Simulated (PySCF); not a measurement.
How the method moves the HOMO and LUMO of `[SiH3]O[SiH2]P`

Species: H₇OPSi₂.
Numbering: `[SiH3:1][O:2][SiH2:3][PH2:4]` (hydrogens: H5, H6, H7 on Si1; H8, H9 on Si3; H10, H11 on P4)

Structure used (PBE0-D3(BJ)/def2-SVP), in Å, numbered top down from 1:
```
atom  x, y, z in Å
Si1   -1.993   -0.636    0.250
O2    -0.876    0.446   -0.332
Si3    0.666    1.012   -0.108
P4     2.071   -0.747    0.135
H5    -3.222   -0.524   -0.584
H6    -1.455   -2.027    0.168
H7    -2.324   -0.325    1.674
H8     0.755    1.813    1.152
H9     0.998    1.883   -1.271
H10    2.165   -0.997   -1.269
H11    3.221    0.103    0.158
```

Basis pcSseg-2 throughout (PySCF), one geometry. One conformer (not necessarily the lowest) at the PBE0-D3(BJ)/def2-SVP geometry, without solvent, vibrations or thermal averaging.

Question: How do the orbital energies, the gap and the dipole change with the method?

Answer: 
```
   method                    kind  HOMO (eV)  LUMO (eV)  gap (eV)  μ (D)  SCF cycles
     BLYP                     GGA      -6.31      -1.12      5.19   0.36          15
    B97-D                     GGA      -6.43      -1.11      5.32   0.40          15
      PBE                     GGA      -6.47      -1.28      5.19   0.43          15
     OPBE                     GGA      -6.47      -1.06      5.41   0.49          15
      KT2                     GGA      -6.52      -1.42      5.10   0.42          15
      KT3                     GGA      -6.54      -1.27      5.26   0.39          15
      LDA                     LDA      -6.55      -1.52      5.03   0.47          14
     BP86                     GGA      -6.56      -1.31      5.25   0.42          14
    B97-2           global hybrid      -7.35      -0.40      6.95   0.43          12
    B3LYP           global hybrid      -7.36      -0.62      6.73   0.37          13
     PBE0           global hybrid      -7.58      -0.43      7.15   0.45          12
 mPW1PW91           global hybrid      -7.60      -0.42      7.19   0.43          12
BHandHLYP           global hybrid      -8.55       0.42      8.97   0.38          11
CAM-B3LYP  range-separated hybrid      -8.83       0.54      9.37   0.40          12
  wB97X-D  range-separated hybrid      -9.39       1.29     10.68   0.46          12
       HF            Hartree–Fock     -10.11       2.44     12.55   0.42          10
  LC-wPBE  range-separated hybrid     -10.17       1.67     11.84   0.50          13
```

The HOMO spans 3.86 eV, from BLYP down to LC-wPBE, and the gap runs from 5.03 eV (LDA) to 12.55 eV (HF). Over the methods BLYP (0 %), B97-D (0 %), PBE (0 %), OPBE (0 %), KT2 (0 %), KT3 (0 %), LDA (0 %), BP86 (0 %), B97-2 (21 %), B3LYP (20 %), PBE0 (25 %), mPW1PW91 (25 %), BHandHLYP (50 %), HF (100 %), a straight line through the gap against the share of exact exchange rises by 0.74 eV for each 10 % (correlation coefficient 0.999). The dipole ranges from 0.36 D (BLYP) to 0.50 D (LC-wPBE). This basis has no diffuse functions.

The vertical ΔSCF ionisation energy at CAM-B3LYP/def2-SVPD is 9.68 eV; −ε(HOMO) comes closest to it with wB97X-D (9.39 eV).
